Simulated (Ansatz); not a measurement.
Relaxation of Al2H7NO (11 atoms, charge 0, multiplicity 1), to a largest force component of 0.03 eV/Å in at most 50 steps.

Theory: RHF/6-31G* in Ansatz.

```xyz
11
Properties=species:S:1:pos:R:3
Al -0.287 0.502 -0.455
H -0.060 0.071 2.266
H 1.234 0.107 -0.601
N -1.546 -0.547 -1.129
H -1.373 -1.417 -1.587
H -2.527 -0.349 -1.121
O -0.759 2.003 0.292
Al -1.707 3.380 0.520
H -3.115 3.492 -0.211
H -1.220 4.514 1.513
H -0.185 0.714 2.011
```

Q: Where does it end, and by what steps?

A: The forces met the threshold. The force dipped under the threshold on the way, but the program's further checks kept it going. After 35 steps the energy has fallen by 0.224 eV; H9 moved furthest, 1.42 Å.

| step | energy less start (eV) | largest force component (eV/Å) | accepted |
| --- | --- | --- | --- |
| 0 | 0.0000 | 1.199 | yes |
| 2 | -0.1640 | 0.385 | yes |
| 4 | -0.1617 | 0.635 | no |
| 6 | -0.1931 | 0.217 | yes |
| 8 | -0.1976 | 0.068 | yes |
| 10 | -0.2000 | 0.076 | yes |
| 12 | -0.2022 | 0.111 | yes |
| 14 | -0.2067 | 0.144 | yes |
| 16 | -0.2082 | 0.260 | no |
| 18 | -0.2161 | 0.094 | yes |
| 20 | -0.2179 | 0.114 | yes |
| 22 | -0.2190 | 0.243 | no |
| 24 | -0.2197 | 0.126 | no |
| 26 | -0.2215 | 0.079 | yes |
| 28 | -0.2220 | 0.097 | yes |
| 30 | -0.2222 | 0.114 | no |
| 32 | -0.2232 | 0.015 | yes |
| 34 | -0.2234 | 0.036 | yes |
| 35 | -0.2235 | 0.004 | yes |

```xyz
11
Properties=species:S:1:pos:R:3
Al -0.537 0.671 -0.867
H 0.252 -0.184 2.869
H 0.996 0.617 -1.238
N -1.534 -0.770 -1.117
H -1.186 -1.631 -1.484
H -2.508 -0.848 -0.917
O -1.224 2.084 -0.251
Al -1.783 3.552 0.353
H -2.381 4.626 -0.643
H -1.704 3.828 1.910
H 0.064 0.522 2.883
```

Whether the end is a true minimum wasn't checked by a vibrational analysis.

Time of the run: 77 s on 1 thread of AMD EPYC 7R43 64-Core Processor (Zen 3), with other jobs on the host, peak memory 0.15 GiB.
